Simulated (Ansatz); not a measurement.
[NbO2Cl2]- (NbCl2O2⁻). Total charge -1; singlet. Geometry relaxed at PBE0-D4/def2-SVPD.

```xyz
5

Nb   -0.054    0.004    0.125
O    -1.218    1.142    0.700
O     0.285   -1.072    1.432
Cl    1.955    1.154   -0.529
Cl   -0.968   -1.229   -1.728
```

In the def2 sets Nb takes a core potential; there is no spin–orbit coupling. The relaxation made no stability test and no search for a lower SCF solution.

Problem. Estimate the harmonic wavenumbers at RKS PBE0-D4/def2-SVPD (Ansatz, unscaled). Is this a minimum?

Solution. 95, 154, 175, 203, 292, 368, 377, 944, 990 cm⁻¹. Yes, no mode is imaginary beyond noise. Zero-point energy 21.5 kJ/mol. Hardware: 4 threads of Arm Neoverse V1 on a shared host. Wall time 55 s.
